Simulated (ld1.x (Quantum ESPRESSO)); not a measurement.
**Ranking RRKJ potentials for mercury**

All share these settings but for the change named:

mercury (Hg), norm-conserving RRKJ (Kleinman–Bylander form), made with ld1.x (Quantum ESPRESSO) 7.5 (PBEsol, scalar-relativistic). Core [Xe] 4f14, reference 5d10 6s1.5 6p0.5. Waves: 6s (bound): rc 2.15 bohr; 5d (bound): rc 1.95 bohr; 6p (bound): rc 2.35 bohr. Local part: the p channel. Core correction: Bessel-smoothed model core inside 1.45 bohr. rho0 = 0.001.

Cutoff: the first of the cutoffs (Ry, on a coarse ladder) from which the occupation-weighted sum of valence levels, in a spherical-Bessel basis at the reference potential, stays within 10 and 1 mRy of its value at 400 Ry; the density cutoff is not measured.

The base gives 40 Ry.

Of 8 variants that were run, those that failed, showed a ghost or another fault, or gave nearly equal values are left out.

A variant can come out equal or close to the base.

Q: Rank these variants from softest to hardest (loose cutoff).
A. wave 5d (bound): rc 1.95 bohr becomes 5d (bound): rc 2.88 bohr
B. reference 5d10 6s0.5 6p0
C. type TM; local potential the s channel; rho0 0

A: A (25 Ry), B (40 Ry), C (50 Ry).
